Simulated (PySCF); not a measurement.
NMR data simulated for an unnamed compound:

1H NMR (500 MHz, computed): δ 4.95 (q, 1H), 4.80 (s, 3H), 3.31 (d, 3H), 2.68 (s, 6H).

13C{1H} NMR (computed): δ 41.1 (CH3).

PySCF 2.14 calculation with B97-2/pcSseg-1 with gauge-including orbitals and coordinates at the PBE0-D3(BJ)/def2-SVP level; non-relativistic Hamiltonian, equivalent nuclei averaged, no solvent model, one conformer.

Referencing at the same level of theory: 1H (σref 31.38) and 13C (σref 183.69) against TMS.

Which of these does the molecule contain: a vinyl group CH=CH2, an N-methyl group, a benzene ring, a CF3 group, a Si–H bond?

Answers


- A vinyl group CH=CH2: no.
- An N-methyl group: yes (δC 41.1; δH 2.68 (s)).
- A benzene ring: no.
- A CF3 group: no.
- A Si–H bond: yes (δH 4.95 (q)).

The data belong to `CN(C)[Si@@H]([SiH3])O[SiH3]`, C$_{2}$H$_{13}$NOSi$_{3}$; they needn't prove each group on their own.

Carbon signals by region: 1 below 50 ppm.

Shifts are as computed. Against solution values, carbons near 30 ppm lie about +1 ppm off and those near 130 ppm about +2 ppm. Of 1309 compounds with measured shifts, 239 miss one by over three times the rms of a fit or turn the order of signals round; such compounds aren't used in these exercises. No couplings were computed; multiplicities are counted from neighbouring protons, with m where these are inequivalent, close in shift, in a saturated or five-membered ring or joined by F or P, and br s for small geminal =CH2 splittings.
